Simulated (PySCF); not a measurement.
H$_{5}$Si$_{2}$ (SMILES [SiH2][SiH3]), doublet, geometry from GFN2-xTB. Base run: M062X/cc-pVDZ run with PySCF.

The PySCF input:
```python
from pyscf import gto, scf, dft, solvent

mol = gto.Mole()
mol.atom = '''
    Si   -0.00694582    0.01102555    1.17502224
    Si    0.00576956    0.03676145   -1.09538941
    H    -1.16877904   -0.49195748    1.91168064
    H     1.16087215   -0.45701581    1.92512387
    H     0.02916079   -1.24194353   -1.82537250
    H    -1.19026257    0.74313294   -1.57000039
    H     1.18547634    0.77876587   -1.55629122
'''
mol.basis = 'cc-pvdz'
mol.spin = 1
mol.verbose = 3
mol.build()

mf = dft.UKS(mol)
mf.xc = 'm062x'
mf.kernel()
```

Each row names what was changed in the base input (with any setting that the change needs).

| change | ΔE vs base (kJ/mol) | dipole (D) |
|---|---|---|
| base | 0.00 | 0.02 |
| model = IEF-PCM; solvent = n-hexane; vdw_scale = 1.1 | -0.57 | 0.02 |
| model = C-PCM; solvent = n-hexane | -0.36 | 0.02 |
| model = IEF-PCM; solvent = chloroform | -0.54 | 0.02 |
| model = IEF-PCM; solvent = n-hexane; lebedev_order = 41 | -0.28 | 0.02 |
| model = COSMO; solvent = n-hexane | -0.29 | 0.02 |
| model = IEF-PCM; solvent = n-hexane | -0.28 | 0.02 |
| model = IEF-PCM; solvent = n-hexane; lebedev_order = 11 | -0.33 | 0.02 |
| model = IEF-PCM; solvent = n-hexane; r_probe = 0.5 | -0.06 | 0.02 |
| model = IEF-PCM; solvent = n-hexane; vdw_scale = 1.4 | -0.08 | 0.02 |
| model = ddCOSMO; solvent = n-hexane | -0.78 | 0.02 |
| model = IEF-PCM; solvent = 2-propanol | -0.72 | 0.03 |

The base is the gas phase, so ΔE is the electrostatic part of solvation at a fixed geometry, without cavity and dispersion terms.

Open shells are given as the SCF converged; they aren't shown to be the lowest states, and a large step between rows can be another state.
